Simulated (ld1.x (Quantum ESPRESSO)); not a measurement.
Nd (Z = 60), TM semilocal: configuration errors across variants

```
Element                 : neodymium (Nd)
Generator               : ld1.x (Quantum ESPRESSO) 7.5
Type                    : norm-conserving Troullier–Martins (semilocal form)
Functional              : PBE
Relativity              : scalar-relativistic
Frozen core             : [Kr] 4d10
Valence charge          : 14
Reference configuration : 4f3 5s2 5p6 5d0 6s0 6p0 (charge +3)
Partial waves           : 5s (bound): rc 2.55 bohr; 5p (bound): rc 1.60 bohr; 5d (bound, empty): rc 2.20 bohr; 4f (bound): rc 1.35 bohr
Local potential         : the f channel
Core correction         : a·sin(br)/r model core, default radius (core density twice the valence density)
```

All-electron excitation energies from the reference (eV): (1) 4f4 5s2 5p6 5d0 6s1 6p0 -33.235; (2) 4f4 5s2 5p6 5d0 6s0 6p0 -22.449; (3) 4f4 5s2 5p5 5d0 6s2 6p0 -12.203; (4) 4f5 5s2 5p6 5d0 6s0 6p0 -30.674; (5) 4f2 5s2 5p6 5d0 6s0 6p0 40.116.

A semilocal file is local in each channel, so a ghost entry of none says nothing of the separable form that plane-wave codes build from it.

Tests that are not counted but printed errors over 1 eV. “base”: 4f4 5s2 5p6 5d0 6s2 6p0 (solver errors, printed error -1002 eV); 4f3 5s2 5p6 5d1 6s2 6p0 (solver errors, printed error -1015 eV). “all radii but the core radius scaled by about 1.09 (s 2.78, p 1.74, d 2.40, f 1.46 bohr)”: 4f4 5s2 5p6 5d0 6s2 6p0 (solver errors, printed error +6.4 eV). “all radii but the core radius scaled by about 1.19 (s 3.04, p 1.90, d 2.62, f 1.60 bohr)”: 4f4 5s2 5p6 5d0 6s2 6p0 (solver errors, printed error +9.8 eV). “all radii but the core radius scaled by about 1.38 (s 3.52, p 2.22, d 3.04, f 1.86 bohr)”: 4f4 5s2 5p6 5d0 6s2 6p0 (solver errors, printed error +12.7 eV); 4f5 5s2 5p6 5d0 6s0 6p0 (pseudo-atom not self-consistent, printed error -942 eV).

A true bound ghost makes a file unfit for plane-wave use even where its test errors are small: the radial tests pick states by their node count and pass the ghost by. Where a test does run into it, the solver fails or the error is huge.

Errors AE − PS in meV (a dash: test not solved or not reliable):

```tsv
change	(1)	(2)	(3)	(4)	(5)	bound ghosts
base	+1320	-37	+3346	-87	+110	none
all radii but the core radius scaled by about 0.77 (s 1.98, p 1.24, d 1.70, f 1.04 bohr)	+205	-79	+572	-164	+30	none
all radii but the core radius scaled by about 0.83 (s 2.12, p 1.34, d 1.84, f 1.12 bohr)	+373	-106	+1054	-214	-36	none
all radii but the core radius scaled by about 0.93 (s 2.36, p 1.48, d 2.04, f 1.26 bohr)	+825	-79	+2180	-168	+26	none
all radii but the core radius scaled by about 1.09 (s 2.78, p 1.74, d 2.40, f 1.46 bohr)	+2123	+28	+5148	+47	+232	none
all radii but the core radius scaled by about 1.19 (s 3.04, p 1.90, d 2.62, f 1.60 bohr)	+2781	+110	+6556	+216	+388	none
all radii but the core radius scaled by about 1.38 (s 3.52, p 2.22, d 3.04, f 1.86 bohr)	+3800	+299	+8629	–	+711	s
```

(1) Give the same row for: all radii but the core radius scaled by about 1.31 (s 3.34, p 2.10, d 2.88, f 1.76 bohr).

Answers

(1) +3507, +205, +8058, +425, +552; bound ghosts: s. Not counted: 4f4 5s2 5p6 5d0 6s2 6p0 (solver errors, printed error +12.6 eV).
